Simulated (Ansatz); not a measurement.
Coupled-cluster diagnostics for K2S2⁻, Ansatz.

Geometry of the doublet (r2SCAN-D4/def2-TZVPD):

Cartesian coordinates in Å:
```
K 2.237 -0.647 -0.039
K -1.555 0.982 -1.428
S -0.630 -1.147 0.375
S -0.052 0.812 1.092
```

Correlated methods freeze 20 core orbitals; core or outer-core shells of K are correlated, in sets that lack core-valence functions. The structure comes from a short search, and lower isomers may exist.

Geometry of the charge -1 quartet (r2SCAN-D4/def2-TZVPD):

```xyz
4

K     2.281    1.283   -1.484
K    -2.289   -1.270    1.483
S    -0.399   -0.299   -0.871
S     0.406    0.286    0.872
```

Question: Estimate the CCSD(T) correlation energy, the shares of MP2 and (T), T1 and the reference's ⟨S²⟩ for: charge -1, doublet, own geometry in def2-TZVPD; charge -1, quartet, own geometry in def2-TZVPD; and the rough time on 4 threads of Arm Neoverse V1 on a shared host.

Answer: 
| state | basis | correlation (eV) | MP2 share (%) | (T) share (%) | T1 | ⟨S²⟩ (pure) | wall time | remarks |
| --- | --- | --- | --- | --- | --- | --- | --- | --- |
| charge -1, doublet, own geometry | def2-TZVPD | -20.687 | 90.3 | 3.6 | 0.018 | 0.75 (0.75) | 2 min | flagged by the program |
| charge -1, quartet, own geometry | def2-TZVPD | -19.969 | 89.6 | 3.5 | 0.021 | 3.78 (3.75) | 39 s | – |
Customary marks for T1 are 0.02 (closed shells), 0.045 (open shells) and about 0.05 (3d metals). T1 exceeds 0.02 in 1 of 2 rows and 0.045 in 0; the higher it lies, the less the single-reference result can be trusted.
